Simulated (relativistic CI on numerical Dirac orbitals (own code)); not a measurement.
## Energy levels of Se¹⁴⁺

Computed by Dirac-Coulomb-Breit CI, separate exchange-only KLI orbitals for each configuration, a model potential for QED, unscaled Slater integrals (own radial code, finite nucleus).

Configurations in the expansion (outside the closed core [Ne]): 3s2.3p6.3d2, 3s2.3p5.3d3, 3s.3p6.3d3, 3s2.3p6.3d.4s, 3s2.3p6.3d.4p, 3s2.3p6.3d.4d, 3s2.3p6.3d.4f, 3s2.3p6.4s2, 3s2.3p5.3d2.4s, 3s2.3p6.4s.4p, 3s2.3p5.3d2.4p, 3s2.3p6.3d.5s, 3p6.3d4, 3p5.3d5. Double excitations out of closed p, d and f shells are left out; levels of such configurations are missing from the list, as are those of other unlisted configurations, and high levels can miss mixing partners. These lack a partner that the ground configuration has and come out too high: 3s2.3p5.3d2.4s, 3s2.3p5.3d2.4p.

The lowest level is 3s2.3p6.3d2 3F_2, with 97 % of that term; Hund's rules for 3s2.3p6.3d2 give 3F with J = 2, in agreement.

```
No.  Configuration  Term  J  E (cm⁻¹)    %  Next component (%)  Lifetime (s)
  1    3s2.3p6.3d2    3F  2         0   97                2 1D              
  2    3s2.3p6.3d2    3F  3      7273  100                          1.04e-01
  3    3s2.3p6.3d2    3F  4     15121   99                1 1G      1.03e-01
  4    3s2.3p6.3d2    1D  2     39591   70               27 3P      1.94e-02
  5    3s2.3p6.3d2    3P  0     42410   99                1 1S      1.98e+00
  6    3s2.3p6.3d2    3P  1     45561  100                          3.28e-01
  7    3s2.3p6.3d2    3P  2     53128   72               27 1D      2.26e-02
  8    3s2.3p6.3d2    1G  4     62716   99                1 3F      1.76e-02
  9    3s2.3p6.3d2    1S  0    143283   99                1 3P      1.60e-03
 10    3s2.3p5.3d3   5D°  2    671523   65              29 5F°      4.67e-08
 11    3s2.3p5.3d3   5D°  3    672390   58              38 5F°      1.62e-07
 12    3s2.3p5.3d3   5D°  1    672605   82              16 5F°      2.69e-08
 13    3s2.3p5.3d3   5S°  2    672879   93               2 5P°      1.70e-07
 14    3s2.3p5.3d3   5D°  0    674164   99               1 3P°      5.61e-08
 15    3s2.3p5.3d3   5D°  4    675872   53              41 5F°      1.02e-07
 16    3s2.3p5.3d3   5F°  5    687884   77              22 5G°      5.14e-04
 17    3s2.3p5.3d3   5F°  1    692257   73              17 5D°      1.81e-09
 18    3s2.3p5.3d3   5F°  2    693803   49              28 5D°      3.21e-09
 19    3s2.3p5.3d3   5D°  4    693860   40              34 5F°      5.88e-09
 20    3s2.3p5.3d3   5F°  3    694722   39              35 5D°      4.57e-09
 21    3s2.3p5.3d3   5G°  6    704636   98               2 3H°      1.36e-02
 22    3s2.3p5.3d3   5G°  5    715011   68              19 5F°      5.21e-07
 23    3s2.3p5.3d3   3F°  2    719862   65              20 5G°      7.57e-09
 24    3s2.3p5.3d3   5G°  4    720290   54              27 3G°      1.27e-08
 25    3s2.3p5.3d3   5G°  3    723972   49              37 3G°      1.58e-09
 26    3s2.3p5.3d3   3F°  3    728210   61              20 3G°      2.59e-09
 27    3s2.3p5.3d3   3P°  2    733358   59              32 3D°      4.42e-10
 28    3s2.3p5.3d3   3F°  4    734555   49              26 3G°      3.82e-09
 29    3s2.3p5.3d3   3D°  3    739670   87               6 5D°      3.42e-09
 30    3s2.3p5.3d3   3P°  1    740004   69              21 3D°      5.35e-10
 31    3s2.3p5.3d3   5G°  2    742030   67              29 3F°      5.33e-10
 32    3s2.3p5.3d3   3G°  5    745443   72              22 3H°      8.32e-10
 33    3s2.3p5.3d3   1G°  4    747338   35              34 3G°      4.63e-10
 34    3s2.3p5.3d3   3D°  2    750275   55              28 3P°      4.15e-10
 35    3s2.3p5.3d3   3P°  0    751148   93               6 1S°      6.21e-10
 36    3s2.3p5.3d3   3H°  6    752254   81              14 3I°      8.79e-03
 37    3s2.3p5.3d3   3D°  1    755234   63              19 3P°      7.50e-10
 38    3s2.3p5.3d3   3G°  3    755294   47              27 3F°      1.75e-10
 39    3s2.3p5.3d3   3I°  7    760832  100                          1.81e-01
 40    3s2.3p5.3d3   3D°  3    767103   57              18 3F°      1.59e-10
 41    3s2.3p5.3d3   3H°  5    767467   67              18 3G°      2.32e-10
 42    3s2.3p5.3d3   3F°  4    768769   57              20 1G°      6.02e-10
 43    3s2.3p5.3d3   3P°  0    768909   45              40 1S°      1.04e-09
 44    3s2.3p5.3d3   3I°  6    770255   67              22 3H°      1.26e-02
 45    3s2.3p5.3d3   3F°  4    774040   54              20 3G°      2.48e-10
```

Energies count from the lowest computed level; ° marks odd parity; lifetimes are radiative, by E1, M1, E2, M2, E3 decay to levels of this space only.

The mean weight of the leading LS term, summed over parents, in these 45 levels is 71 %, and that of the leading jj configuration (from the same eigenvectors) 54 %, so LS coupling describes them better.

At this charge energies of transitions that change n are usually good to better than 1 %, and those within a shell (Δn = 0) to a few per cent. Terms inside the open d or f shell come out 10 to 20 % too wide with unscaled integrals.

Landé's interval rule says that E(J) − E(J−1) = AJ with one A. For the ground term the intervals give A = 2424.2, 1962.2 cm⁻¹ for J = 3, 4; the multiplet is regular.

LS names give the leading component of a level, which can be under half, so a name can repeat, a term be missing and a line seem to break the LS rules.
